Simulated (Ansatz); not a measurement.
# Bend profile

C₃H₉BO (SMILES CBOCC), singlet, at its PBE0-D4/def2-TZVP minimum:

```
14
angstrom
C -1.7315 -1.1331 1.4775
B -0.3641 -0.8471 0.7814
O -0.3382 -0.1897 -0.3944
C 0.8736 0.1142 -1.0657
C 1.0963 1.6066 -1.0965
H -1.7428 -0.6972 2.4828
H -1.8611 -2.2109 1.6269
H -2.5891 -0.7514 0.9206
H 0.6852 -1.1998 1.2659
H 1.7074 -0.3964 -0.5712
H 0.7875 -0.2810 -2.0821
H 1.9996 1.8424 -1.6642
H 0.2510 2.1122 -1.5673
H 1.2133 2.0020 -0.0850
```

The angle B2–O3–C4 (122.3° at the minimum) is set to the values below, B2, with anything bonded beyond it, turning rigidly in the plane of the angle. Each method's energies count from its own value at the PBE0-D4 minimum structure. Computed with Ansatz 0.2.0 (basis: def2-TZVPP); correlated methods freeze the cores. B3LYP uses VWN-RPA correlation.

```csv
angle (°),CCSD(T) (kcal/mol),HF (kcal/mol),PBE-D4 (kcal/mol),PBE0-D4 (kcal/mol)
92.3,42.80,50.50,41.10,41.80
99.8,?,23.06,18.19,18.34
107.3,6.45,8.81,6.58,6.53
114.8,?,2.16,1.40,1.34
122.3,0.00,0.00,0.00,0.00
129.8,1.15,0.54,0.87,0.97
137.3,?,2.71,3.11,3.32
144.8,7.01,5.75,6.09,6.39
152.3,10.53,9.11,9.31,9.69
```

Question: Fill in the withheld CCSD(T) values. (To be estimated.)

Answer: By the calculation: 18.56 kcal/mol at 99.8°; 1.23 kcal/mol at 114.8°; 3.71 kcal/mol at 137.3°. These count from the CCSD(T) energy at the PBE0-D4 minimum.

Minimum and curvature along this coordinate at CCSD(T): A fifth-order fit through the nearest points gives 121.8°, with a curvature of about 1.8 meV/deg².

Largest difference from the CCSD(T) curve over the scan: r2SCAN-D4 0.84; B3LYP-D4 1.49; wB97M-V 0.82; MP2 0.53 kcal/mol. Each curve counts from its own value at the minimum.

No T1 diagnostic of these runs exceeds 0.013.

For scale, one of the runs: CCSD(T)/def2-TZVPP, 281 basis functions (an equivalent command: `ansatz run in.yaml --threads 8`). The run took 3.3 min on 8 CPU threads (shared host), with 8.6 GiB of host memory at its peak.
